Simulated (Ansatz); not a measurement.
CH4B2O, SMILES `BB1CO1` at its PBE0-D4/def2-TZVP geometry, where that method's forces vanish. The species carries charge 0 and has multiplicity 1.

```csv
atom,x (Å),y (Å),z (Å)
B1,-1.580,0.133,0.480
B2,-0.112,-0.051,-0.232
C3,1.417,-0.073,-0.225
O4,0.539,-0.320,-1.374
H5,-2.101,1.207,0.558
H6,-2.132,-0.786,1.009
H7,1.971,-0.952,0.095
H8,1.999,0.840,-0.311
```

Task: For each bond, give half the difference of the two atoms' forces along it (eV/Å; positive pushes the atoms apart) under PBE-D4, r2SCAN-D4, B3LYP-D4, ωB97M-V in def2-TZVPP. (An estimate is asked.)

Result: Ansatz gave: 
```tsv
bond	length (Å)	PBE-D4	r2SCAN-D4	B3LYP-D4	ωB97M-V
B1–B2	1.641	-0.62	-0.31	-0.06	0.15
B1–H5	1.196	0.14	0.01	-0.08	-0.15
B1–H6	1.196	0.14	0.01	-0.08	-0.15
B2–C3	1.530	0.60	0.36	0.26	0.08
B2–O4	1.342	0.82	0.43	0.18	0.03
C3–O4	1.467	0.56	0.41	0.41	0.27
C3–H7	1.086	0.00	-0.10	-0.14	-0.12
C3–H8	1.086	0.00	-0.10	-0.14	-0.12
```

B3LYP here is the variant with VWN-RPA as its local correlation; programs differ in this.
